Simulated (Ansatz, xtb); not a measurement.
## Two structures of NOSbSi

We compare a, a triplet given by its coordinates, with b, `[O]=[Sb][N]=[Si]`, a singlet. Both are isolated molecules in the gas phase, relaxed with B3LYP-D3(BJ)/def2-SVP; the shapes shown needn't be the lowest conformers.

a (Å):

```json
{"atom": "N", "x (Å)": "-0.3403", "y (Å)": "-0.0772", "z (Å)": "1.4043"}
{"atom": "O", "x (Å)": "1.0493", "y (Å)": "2.6234", "z (Å)": "1.9797"}
{"atom": "Sb", "x (Å)": "-1.0458", "y (Å)": "-1.9408", "z (Å)": "1.0996"}
{"atom": "Si", "x (Å)": "0.3947", "y (Å)": "1.2686", "z (Å)": "1.7065"}
```

Close contacts (Å): N1–Sb3 2.02, N1–Si4 1.56, O2–Si4 1.53.

b (Å):

```xyz
4

N     2.7051   -1.6508    0.1775
O     2.3182    0.3599   -2.0978
Sb    1.3218   -0.5763   -0.8647
Si    3.8113   -2.4688    0.9674
```

Q: Estimate E(b) − E(a) at the level CCSD(T)/def2-TZVPP.

A: Calculated at CCSD(T)/def2-TZVPP: E(b) − E(a) = −4.2 kcal/mol, so structure b lies lower.

The same difference at several levels:

```csv
level,geometry,E(b) − E(a) (kcal/mol),departure from the last row (kcal/mol),"job, with rough time for the two"
B3LYP-D3(BJ)/def2-SVP,B3LYP-D3(BJ)/def2-SVP,−1.9,+2.4,"optimisation, 2.3 min"
HF/def2-TZVPP,B3LYP-D3(BJ)/def2-SVP,+26.3,+30.5,part of the CCSD(T) run
MP2/def2-TZVPP,B3LYP-D3(BJ)/def2-SVP,−3.5,+0.7,part of the CCSD(T) run
CCSD(T)/def2-TZVPP,B3LYP-D3(BJ)/def2-SVP,−4.2,,"single point, 5.8 min"
```

HF/def2-TZVPP puts the two in the other order. The largest departure from CCSD(T)/def2-TZVPP is that of HF/def2-TZVPP, 30.5 kcal/mol. Levels run at GFN2-xTB geometries aren't shown. The triplet state of a needn't be its ground state.

With harmonic frequencies from B3LYP-D3(BJ)/def2-SVP (ideal gas, rigid rotor, one conformer each, 298.15 K, 1 atm): on the last row, ΔE + ΔZPE = −4.7 kcal/mol. A mode under 50 cm⁻¹ makes harmonic enthalpies and free energies unreliable, so none is given.

The T1 diagnostic of structure b is large, so the coupled-cluster value is less sure. Open shells are spin-unrestricted. The correlated steps freeze 11 core orbitals; the filled d shell of Sb is correlated, in a basis made for valence electrons. Atoms past krypton carry core potentials in the def2 sets and no spin–orbit term is included. ΔG holds the spin degeneracy. Programs: Ansatz 0.2.0; the last row on 1 thread of Intel(R) Xeon(R) Processor @ 2.50GHz (Skylake/Cascade Lake) on a shared host.
